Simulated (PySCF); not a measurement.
1,3,5-trifluorobenzene, C6H3F3.
SMILES with atom numbers: `[F:1][c:2]1[cH:3][c:4]([F:5])[cH:6][c:7]([F:8])[cH:9]1` (hydrogens: H10 on C3; H11 on C6; H12 on C9)

The closed-shell ground state was solved at several levels (PySCF, density fitting, gas phase, non-relativistic). Isolated species at its PBE0-D3(BJ)/def2-TZVP geometry, gas phase. The dipole stays under 0.02 D at every level.

| level | basis functions | total energy (Eh) | HOMO (eV) | LUMO (eV) | gap (eV) |
| --- | --- | --- | --- | --- | --- |
| wB97X-D/pcSseg-2 | 366 | -530.0047 | -9.49 | 1.14 | 10.63 |
| KT3/pcSseg-2 | 366 | -537.4834 | -6.60 | -1.44 | 5.16 |
| PBE0/pcSseg-2 | 366 | -529.6188 | -7.72 | -0.62 | 7.10 |

Problem. What might B97-2/pcSseg-2 (366 basis functions) give for the same quantities?

Solution. Total energy -529.9982 Eh, HOMO -7.47 eV, LUMO -0.65 eV, gap 6.82 eV.

Problem. Over all these levels, which gives the widest orbital gap and which the narrowest?

Solution. wB97X-D/pcSseg-2 (range-separated hybrid) has the widest, 10.63 eV, and KT3/pcSseg-2 (GGA) the narrowest, 5.16 eV. From the narrowest to the widest the HOMO moves by -2.89 eV and the LUMO by +2.58 eV.

Problem. In the pcSseg-2 basis, how does the gap go with the fixed share of exact exchange?

Solution. KT3 (0 %) 5.16 eV; B97-2 (21 %) 6.82 eV; PBE0 (25 %) 7.10 eV. Each rise in the share widens the gap here.

Note: wB97X-D ran without an empirical dispersion term, which enters the total energy and its gradient alone.
